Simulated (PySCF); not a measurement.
C6H13O (SMILES CC(C)[CH]C(C)O), doublet, geometry from GFN2-xTB; MP2/STO-3G (PySCF).

The PySCF input:
```python
from pyscf import gto, scf, mp

mol = gto.M(
    atom='''
C    -2.134011   -1.157509    0.890142
C    -1.019918   -0.587170    0.012336
C    -1.602929    0.461547   -0.961061
C     0.049855    0.020423    0.837435
C     1.423374    0.311012    0.344572
C     1.963004   -0.698744   -0.662656
O     1.473859    1.595580   -0.302654
H    -2.586269   -0.371556    1.491334
H    -1.738869   -1.918188    1.559372
H    -2.908981   -1.607552    0.274010
H    -0.600150   -1.396129   -0.595017
H    -2.085180    1.261425   -0.403374
H    -0.811714    0.890630   -1.569860
H    -2.339564   -0.003340   -1.612389
H    -0.245739    0.499730    1.759160
H     2.105436    0.347677    1.213550
H     1.376708   -0.665178   -1.575803
H     1.933629   -1.700035   -0.242205
H     2.989694   -0.442433   -0.908525
H     1.043879    2.242951    0.266374
''',
    basis='sto-3g',
    charge=0,
    spin=1,
    verbose=4,
)

mf = scf.UHF(mol)
mf.kernel()

pt = mp.MP2(mf, frozen=7)
pt.kernel()
print('E(MP2) = %.10f' % pt.e_tot)
```

The log (banner, timings and long lists left out):

```
PySCF version 2.14.0

[INPUT] verbose = 4
[INPUT] num. atoms = 20
[INPUT] num. electrons = 57
[INPUT] charge = 0
[INPUT] spin (= nelec alpha-beta = 2S) = 1
[INPUT] symmetry False subgroup None
[INPUT] Mole.unit = angstrom
[INPUT] Symbol           X                Y                Z      unit          X                Y                Z       unit  Magmom
[INPUT]  1 C     -2.134011000000  -1.157509000000   0.890142000000 AA   -4.032696336809  -2.187374996719   1.682124591973 Bohr   0.0
[INPUT]  2 C     -1.019918000000  -0.587170000000   0.012336000000 AA   -1.927365689514  -1.109590488561   0.023311661473 Bohr   0.0
[INPUT]  3 C     -1.602929000000   0.461547000000  -0.961061000000 AA   -3.029096807123   0.872197423615  -1.816142079001 Bohr   0.0
[INPUT]  4 C      0.049855000000   0.020423000000   0.837435000000 AA    0.094212295940   0.038593876642   1.582522797125 Bohr   0.0
[INPUT]  5 C      1.423374000000   0.311012000000   0.344572000000 AA    2.689787032827   0.587727501453   0.651146710194 Bohr   0.0
[INPUT]  6 C      1.963004000000  -0.698744000000  -0.662656000000 AA    3.709539941426  -1.320434791183  -1.252238354800 Bohr   0.0
[INPUT]  7 O      1.473859000000   1.595580000000  -0.302654000000 AA    2.785189856225   3.015209209834  -0.571933170504 Bohr   0.0
[INPUT]  8 H     -2.586269000000  -0.371556000000   1.491334000000 AA   -4.887340094453  -0.702139079939   2.818212820252 Bohr   0.0
[INPUT]  9 H     -1.738869000000  -1.918188000000   1.559372000000 AA   -3.285986176496  -3.624849975427   2.946786006315 Bohr   0.0
[INPUT] 10 H     -2.908981000000  -1.607552000000   0.274010000000 AA   -5.497177391563  -3.037833010997   0.517803855392 Bohr   0.0
[INPUT] 11 H     -0.600150000000  -1.396129000000  -0.595017000000 AA   -1.134119133658  -2.638301444563  -1.124419169460 Bohr   0.0
[INPUT] 12 H     -2.085180000000   1.261425000000  -0.403374000000 AA   -3.940419120421   2.383747776679  -0.762266385770 Bohr   0.0
[INPUT] 13 H     -0.811714000000   0.890630000000  -1.569860000000 AA   -1.533917151475   1.683046778321  -2.966605453910 Bohr   0.0
[INPUT] 14 H     -2.339564000000  -0.003340000000  -1.612389000000 AA   -4.421135210892  -0.006311685256  -3.046973616261 Bohr   0.0
[INPUT] 15 H     -0.245739000000   0.499730000000   1.759160000000 AA   -0.464379408124   0.944352836229   3.324330609290 Bohr   0.0
[INPUT] 16 H      2.105436000000   0.347677000000   1.213550000000 AA    3.978697412800   0.657014309810   2.293277138466 Bohr   0.0
[INPUT] 17 H      1.376708000000  -0.665178000000  -1.575803000000 AA    2.601601073498  -1.257004244086  -2.977836096268 Bohr   0.0
[INPUT] 18 H      1.933629000000  -1.700035000000  -0.242205000000 AA    3.654029236517  -3.212600552175  -0.457701116000 Bohr   0.0
[INPUT] 19 H      2.989694000000  -0.442433000000  -0.908525000000 AA    5.649702856255  -0.836077198470  -1.716863427320 Bohr   0.0
[INPUT] 20 H      1.043879000000   2.242951000000   0.266374000000 AA    1.972645417185   4.238563100819   0.503373906705 Bohr   0.0

nuclear repulsion = 324.642024529864
number of shells = 34
number of NR pGTOs = 144
number of NR cGTOs = 48
basis = sto-3g
ecp = {}

******** <class 'pyscf.scf.uhf.UHF'> ********
method = UHF
initial guess = minao
damping factor = 0
level_shift factor = 0
DIIS = <class 'pyscf.scf.diis.CDIIS'>
diis_start_cycle = 1
diis_space = 8
diis_damp = 0
SCF conv_tol = 1e-09
SCF conv_tol_grad = None
SCF max_cycles = 50
direct_scf = True
direct_scf_tol = 1e-13
number electrons alpha = 29  beta = 28
Set gradient conv threshold to 3.16228e-05
init E= -306.967055212106

cycle= 1 E= -305.697934516789  delta_E= 1.27  |g|= 0.355  |ddm|= 3.68
cycle= 2 E= -305.801228109076  delta_E= -0.103  |g|= 0.0949  |ddm|= 0.623
cycle= 3 E= -305.808854028315  delta_E= -0.00763  |g|= 0.0311  |ddm|= 0.148
cycle= 4 E= -305.810139648724  delta_E= -0.00129  |g|= 0.0106  |ddm|= 0.073
cycle= 5 E= -305.810310846606  delta_E= -0.000171  |g|= 0.00518  |ddm|= 0.0242
cycle= 6 E= -305.810364082261  delta_E= -5.32e-05  |g|= 0.00137  |ddm|= 0.0191
cycle= 7 E= -305.810367929222  delta_E= -3.85e-06  |g|= 0.000582  |ddm|= 0.0046
cycle= 8 E= -305.810368634486  delta_E= -7.05e-07  |g|= 0.000293  |ddm|= 0.00181
cycle= 9 E= -305.810368854903  delta_E= -2.2e-07  |g|= 7.4e-05  |ddm|= 0.00138
cycle= 10 E= -305.810368866037  delta_E= -1.11e-08  |g|= 3.06e-05  |ddm|= 0.000262
cycle= 11 E= -305.810368867881  delta_E= -1.84e-09  |g|= 1.21e-05  |ddm|= 9.88e-05
cycle= 12 E= -305.810368868183  delta_E= -3.02e-10  |g|= 4.07e-06  |ddm|= 4.37e-05
Extra cycle  E= -305.810368868205  delta_E= -2.18e-11  |g|= 2.58e-06  |ddm|= 7.12e-06
converged SCF energy = -305.810368868205  <S^2> = 0.76701782  2S+1 = 2.016946

******** <class 'pyscf.mp.ump2.UMP2'> ********
nocc = (np.int64(22), np.int64(21)), nmo = (41, 41)
frozen orbitals 7
E(UMP2) = -306.133636005929  E_corr = -0.323267137724289
E(SCS-UMP2) = -306.167186500063  E_corr = -0.356817631858564
E_corr(same-spin) = -0.0358880000891341
E_corr(oppo-spin) = -0.287379137635155
E(MP2) = -306.1336360059
```
